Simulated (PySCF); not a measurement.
**Ionisation energy of Bi by level of theory**

Bi [Xe] 4f14 5d10 6s2 6p3 (4S) → Bi+ [Xe] 4f14 5d10 6s2 6p2 (3P), as a difference of total energies. Computed with PySCF 2.14 in aug-cc-pVTZ-DK3, with scalar relativity by spin-free X2C-1e. Correlated levels: valence: [Xe] 4f14 5d10 frozen. The calculations carry no spin-orbit coupling.

| method | ionisation energy (eV) | difference from reference (eV) |
| --- | --- | --- |
| UHF | 8.227 | +0.941 |
| LDA | 8.773 | +1.487 |
| PBE | 8.581 | +1.295 |
| PBE0 | 8.654 | +1.368 |
| r2SCAN | 8.770 | +1.484 |
| BHandHLYP | 8.496 | +1.210 |
| M06-2X | 8.683 | +1.397 |
| MP2 (valence) | 8.578 | +1.292 |
| SCS-MP2 (valence) | 8.463 | +1.177 |

Reference: 7.286 eV (measured; NIST Atomic Spectra Database, ionization energies).

Spin-orbit coupling is strong in these open shells (close to jj coupling). The scalar numbers leave it out and a first-order estimate fails, so it can dominate the gap to the real levels.

Errors of the correlated levels include the incompleteness of this basis and the frozen core.
